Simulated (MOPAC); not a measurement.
MOPAC input (PM3):

```
PM3 PRECISE GNORM=0.05 LET XYZ UHF MS=0.5 GEO-OK AUX(PRECISION=9) THREADS=1
CH3Si

C    -1.09455200 1   -0.09114900 1   -0.01737500 1
Si    0.61143900 1   -0.03857200 1    0.00849100 1
H    -1.66910800 1    0.83060500 1   -0.01332900 1
H    -1.66876900 1   -1.00704300 1   -0.03827900 1
H     1.34503800 1    1.26334300 1    0.03698700 1
```

From the output:

```
                                                       MOPAC v23.2.5 Linux

          FINAL HEAT OF FORMATION =         62.68962 KCAL/MOL =     262.29339 KJ/MOL

          COSMO AREA              =         90.41 SQUARE ANGSTROMS
          COSMO VOLUME            =         77.01 CUBIC ANGSTROMS

          GRADIENT NORM           =          0.02165          =       0.00968 PER ATOM
          IONIZATION POTENTIAL    =          8.593946 EV
          ALPHA SOMO LUMO (EV)    =         -8.594  0.571
          BETA  SOMO LUMO (EV)    =        -10.089 -1.585
          NO. OF ALPHA ELECTRONS  =          6
          NO. OF BETA  ELECTRONS  =          5
          MOLECULAR WEIGHT        =         43.1202         POINT GROUP:  Cs

          MOLECULAR DIMENSIONS (Angstroms)

            Atom       Atom       Distance
            H     5    H     4     3.76957
            H     3   Si     2     1.96930
            H     5    H     3     0.00000

          SCF CALCULATIONS        =         15

   ATOM   CHEMICAL          X               Y               Z
  NUMBER   SYMBOL      (ANGSTROMS)     (ANGSTROMS)     (ANGSTROMS)

     1       C         -1.05575350  *  -0.07948350  *  -0.01664473  *
     2      Si          0.57017835  *  -0.01189786  *   0.00824499  *
     3       H         -1.75241127  *   0.75910081  *  -0.01552795  *
     4       H         -1.61777314  *  -1.01336179  *  -0.03761289  *
     5       H          1.46121519  *   1.16008921  *   0.03729751  *

                             CARTESIAN COORDINATES

   1    C       -1.055753503    -0.079483496    -0.016644728
   2   Si        0.570178348    -0.011897863     0.008244990
   3    H       -1.752411265     0.759100810    -0.015527948
   4    H       -1.617773142    -1.013361786    -0.037612893
   5    H        1.461215190     1.160089211     0.037297515

           Empirical Formula: C H3 Si  =     5 atoms

      MOLECULAR POINT GROUP   :   Cs

          ALPHA EIGENVALUES
 -26.60175 -14.75528 -14.03305 -12.36327  -8.82336  -8.59395   0.57128   0.84970
   1.91031   4.70684   4.80109

           BETA EIGENVALUES
 -27.55386 -14.69523 -13.82344 -12.32851 -10.08903  -1.58481  -0.12458   0.99353
   2.50807   4.40872   4.55373

              NET ATOMIC CHARGES AND DIPOLE CONTRIBUTIONS

  ATOM NO.   TYPE          CHARGE      No. of ELECS.   s-Pop       p-Pop
    1          C          -0.424444        4.4244     1.23824     3.18621
    2         Si           0.314802        3.6852     1.10906     2.57614
    3          H           0.088333        0.9117     0.91167
    4          H           0.092437        0.9076     0.90756
    5          H          -0.071129        1.0711     1.07113
 DIPOLE           X         Y         Z       TOTAL
 POINT-CHG.     1.053    -0.380     0.010     1.120
 HYBRID        -1.432     0.576    -0.013     1.543
 SUM           -0.378     0.196    -0.003     0.426

          ATOMIC ORBITAL ELECTRON POPULATIONS

     Atom    s        px        py        pz
    1  C   1.23824   1.08618   1.04391   1.05611
    2 Si   1.10906   0.80985   0.82243   0.94385
    3  H   0.91167
    4  H   0.90756
    5  H   1.07113

                    (SZ)    =    0.500000
                    (S**2)  =    1.190696

          ATOMIC ORBITAL SPIN POPULATIONS

    Atom   Total    s     px     py     pz
         Atomic
    1  C -0.8652 -0.060 -0.093 -0.072 -0.640
    2 Si  1.7238  0.309  0.239  0.537  0.640
    3  H  0.0996  0.100
    4  H  0.0682  0.068
    5  H -0.0264 -0.026

 **********************
 *                    *
 * JOB ENDED NORMALLY *
 *                    *
 **********************

 == MOPAC DONE ==
```

The geometry given is a B3LYP-D3(BJ)/def2-TZVP minimum.

The determinant is spin-contaminated: <S^2> is 1.19 against 0.75 for a pure state.
